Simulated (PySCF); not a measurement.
Input of a run (PBE0-D3(BJ)/def2-SVP geometry optimisation, gas phase (PySCF 2.14.0)), started from a GFN2-xTB structure with every atom displaced at random (by about 0.01 Å):
```
{"job": {"xc": "PBE0", "basis": "def2-SVP", "d3": "d3bj", "grid": 1, "shake": 0.01, "kind": "geom"}, "charge": 0, "multiplicity": 1}
F     -3.107140    -0.050300    -0.414230
C     -1.977990     0.305930     0.100710
F     -2.053780     1.477420     0.680380
C     -0.845240    -0.446360     0.025640
F     -0.929030    -1.633280    -0.615220
C      0.478460    -0.109340     0.597720
F      0.917670    -1.092890     1.428150
F      0.458480     1.024410     1.318610
C      1.542610     0.079100    -0.513310
F      2.696840     0.497380    -0.034770
F      1.749970    -1.061390    -1.181080
F      1.108830     0.981050    -1.401610
```

Output (energies in Eh, forces in Eh/bohr):
```
step   0  E = -949.48040795  max force = 0.040331
step   1  E = -949.48320733  max force = 0.009643
step   2  E = -949.48329113  max force = 0.003694
step   3  E = -949.48354922  max force = 0.002810
step   4  E = -949.48355963  max force = 0.001906
step   5  E = -949.48360129  max force = 0.001216
step   6  E = -949.48362368  max force = 0.000305
step   7  E = -949.48363637  max force = 0.000823
step   8  E = -949.48365096  max force = 0.000877
step   9  E = -949.48366748  max force = 0.000615
step  10  E = -949.48368152  max force = 0.000282
optimisation converged
```

Problem. Summarise the run.

Solution. The energy falls by 2.1 kcal/mol over 11 energy and gradient evaluations, the largest force component goes from 0.0403 to 2.8e-04 Eh/bohr, and the atoms move by 0.068 Å rms after alignment. The bond that changes most is C2=C4 (=CF2 carbon to vinylic C–F carbon), which shortens by 0.026 Å. Bonds longer at the end by more than 0.005 Å: 3 of 11; shorter: 6. Among the angles that change most is F7–C6–F8, from 106.7° to 109.0°. The energy never rose by more than 1e-6 Eh on the way. The first step brought 86 % of the lowering.

Problem. What are the final bond lengths?

Solution. F1–C2 1.301 Å, C2–F3 1.299 Å, C2=C4 1.336 Å, C4–F5 1.328 Å, C4–C6 1.499 Å, C6–F7 1.344 Å, C6–F8 1.340 Å, C6–C9 1.547 Å, C9–F10 1.323 Å, C9–F11 1.324 Å, C9–F12 1.328 Å. Numbering counts from 1 in the input's order; the species is `FC(F)=C(F)C(F)(F)C(F)(F)F`.

The run used 168 basis functions and 71 SCF cycles in all.

PBE0-D3(BJ)/def2-SVP frequencies: not computed here. The numbers are those of one conformer.

Shape of the structure used: `[F:1][C:2]([F:3])=[C:4]([F:5])[C:6]([F:7])([F:8])[C:9]([F:10])([F:11])[F:12]`: C2–C4–C6–F7 129°, C4–C6–C9–F10 179°.
